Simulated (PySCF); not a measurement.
This PySCF input asks for the NMR shieldings of SMILES C[Si](O)(O)S, CH₆O₂SSi; the geometry comes from GFN2-xTB.

```python
import basis_set_exchange as bse
import numpy as np
from pyscf import gto, dft
from pyscf.prop import nmr

atoms = """
C    -1.075316   -0.797665   -0.650593
Si    0.170567    0.308796    0.242166
O     0.239087   -0.214108    1.770880
O    -0.213813    1.887173    0.283720
S     2.121920    0.197678   -0.704437
H    -1.060862   -0.639273   -1.724664
H    -0.868799   -1.846641   -0.467695
H    -2.079272   -0.593872   -0.293635
H     0.575140    0.349124    2.464664
H    -0.124770    2.436078   -0.490057
H     2.321542   -1.084619   -0.456312
"""
names = dict.fromkeys(["C", "Si", "O", "S", "H"], "pcSseg-1")
basis = {el: gto.basis.parse(bse.get_basis(n, elements=[el], fmt="nwchem")) for el, n in names.items()}
mol = gto.M(atom=atoms, basis=basis, charge=0, verbose=0)
mf = dft.RKS(mol, xc="PBE0")
mf.grids.level = 2
mf.grids.alignment = dft.numint.BLKSIZE   # the property module wants whole blocks of grid points
mf.conv_tol = 1e-9
mf.kernel()

calc = nmr.RKS(mf)   # GIAO
C = mf.mo_coeff
Co = C[:, mf.mo_occ > 0]
resp = mf.gen_response(singlet=True, hermi=2)
def vind(x):   # induced exchange potential for any number of trial vectors
    d = np.einsum("pi,xij,qj->xpq", C, 2 * x.reshape(-1, C.shape[1], Co.shape[1]), Co, optimize=True)
    return np.einsum("xpq,pi,qj->xij", resp(d - d.transpose(0, 2, 1)), C, Co, optimize=True).ravel()
mo1, _ = nmr.rhf.solve_mo1(calc, with_cphf=vind)
sigma = calc.kernel(mo1)
for i, s in enumerate(sigma):   # ppm
    print("%2d %-2s %9.2f" % (i, mol.atom_pure_symbol(i), np.trace(s) / 3))
```

Q: What are the results?

A: 
```
 0 C     181.89
 1 Si    358.13
 2 O     266.31
 3 O     276.45
 4 S     692.58
 5 H      31.58
 6 H      31.35
 7 H      31.36
 8 H      29.27
 9 H      29.85
10 H      31.29
```

These numbers come from an equivalent density-fitted implementation of the same equations, which agrees with the script to about 0.01 ppm for H and up to a few tenths of a ppm for heavy atoms, so last digits may differ.

Q: Turn these shieldings into chemical shifts. Chemical shifts δ = σref − σ; 13C (σ = 186.93 ppm) and 29Si (σ = 349.16 ppm) and 1H (σ = 31.72 ppm) vs TMS; H2O for 17O (σ = 336.08 ppm); CS2 for 33S (σ = 503.73 ppm), all at this level.

A: Averaging equivalent atoms: C 0: 5.0; Si 1: -9.0; O 2/3: 64.7; S 4: -189; H 8/9: 2.15; H 10: 0.42; H 5/6/7: 0.29 ppm. Experimental scales use liquid or dissolved standards, which lie at an offset from isolated H2O (liquid H2O: subtract about 36 ppm).

Size and cost of the density-fitted run: 129 basis functions, 21 s wall time on 1 thread of an Arm Neoverse N1, shared host; peak memory 0.61 GiB.
